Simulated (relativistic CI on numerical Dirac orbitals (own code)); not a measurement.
**Crystal-field levels of Nb+, 4d4**

Calculated by Dirac-Coulomb-Breit CI, KLI orbitals optimised for each configuration, model QED (radiative potential, 1s self-energy scaled to tabulated hydrogen-like ionisation energies), valence Slater integrals scaled by 0.65, one configuration in a parametric crystal field (own radial code).

Field parameters in Wybourne normalisation: D4h B²₀ = −7Ds, B⁴₀ = 21(Dq − Dt), B⁴₄ = 21√(5/14) Dq. The field is a parameter set, without covalency.

S is read from ⟨S²⟩ = S(S + 1).

Levels (cm⁻¹, degeneracy): 0 (1), 8 (1), 86 (2), 113 (1), 1737 (1), 1888 (1), 1972 (2), 2086 (1), 2130 (1), 3301 (1), 6198 (2), 6519 (1).

(1) Which field gives this pattern?
A. D4h, 10Dq = 8850, Ds = 1360, Dt = -80 cm⁻¹
B. D4h, 10Dq = 8850, Ds = 1770, Dt = -80 cm⁻¹
C. D4h, 10Dq = 8850, Ds = -270, Dt = -80 cm⁻¹
D. D4h, 10Dq = 8850, Ds = -1090, Dt = -80 cm⁻¹

Answers

(1) B. D4h, 10Dq = 8850, Ds = 1770, Dt = -80 cm⁻¹, ground level with S = 1.94.
